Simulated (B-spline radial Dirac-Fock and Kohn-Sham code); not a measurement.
L-shell conversion coefficients of Tc against transition energy

Method: a Dirac-Hartree-Slater potential of the neutral atom with a Latter tail (no hole, which puts coefficients of high multipoles low close above an edge), finite nucleus with surface currents. Computed with an atomic code on a B-spline grid. Subshells within 1 keV of threshold and pair formation are left out.

```
energy (keV)        E1        E2        E3        E5        M2        M3
          20      1.50       357     52700  2.45e+08       364     41600
        23.6     0.932       158     19400  7.05e+07       173     15400
        30.6     0.440      44.6      4070  9.77e+06      54.7      3330
        45.4     0.140      6.89       386    473000      9.95       353
        47.8     0.120      5.43       285    319000      8.00       266
          50     0.105      4.41       218    225000      6.62       207
        55.1    0.0792      2.83       123    107000      4.41       122
        88.9    0.0194     0.345      7.80      2740     0.631      9.83
         100    0.0137     0.210      4.03      1120     0.397      5.42
         123   0.00748    0.0891      1.29       237     0.179      1.95
         165   0.00318    0.0275     0.272      27.3    0.0599     0.483
         170   0.00291    0.0244     0.233      22.0    0.0537     0.421
         196   0.00194    0.0141     0.113      7.95    0.0322     0.220
         200   0.00183    0.0130     0.103      6.90    0.0300     0.201
         210   0.00159    0.0108    0.0805      4.89    0.0252     0.162
         269  0.000794   0.00432    0.0246     0.901    0.0107    0.0552
         281  0.000704   0.00369    0.0201     0.675   0.00928    0.0459
         332  0.000448   0.00205   0.00950     0.230   0.00535    0.0231
         432  0.000226  0.000853   0.00314    0.0469   0.00232   0.00822
         500  0.000158  0.000539   0.00177    0.0207   0.00149   0.00476
         546  0.000128  0.000414   0.00128    0.0129   0.00115   0.00346
         630  9.18e-05  0.000274  0.000769   0.00628  0.000756   0.00209
         657  8.35e-05  0.000244  0.000666   0.00512  0.000671   0.00181
         744  6.37e-05  0.000174  0.000443   0.00288  0.000474   0.00119
         905  4.25e-05  0.000106  0.000244   0.00125  0.000279  0.000636
        1000  3.49e-05  8.38e-05  0.000184  0.000844  0.000215  0.000467
        1710  1.35e-05  2.68e-05  4.82e-05  0.000140  5.76e-05  0.000103
        1810  1.24e-05  2.40e-05  4.24e-05  0.000119  5.06e-05  8.86e-05
        2000  1.06e-05  1.99e-05  3.42e-05  9.00e-05  4.03e-05  6.87e-05
```

Q: How fast do they fall between 1710 and 2000 keV?

A: As powers of the energy: E1 E^-1.58, E2 E^-1.90, E3 E^-2.19, E5 E^-2.83, M2 E^-2.27, M3 E^-2.57. Within one type (E or M) the higher multipoles fall faster.
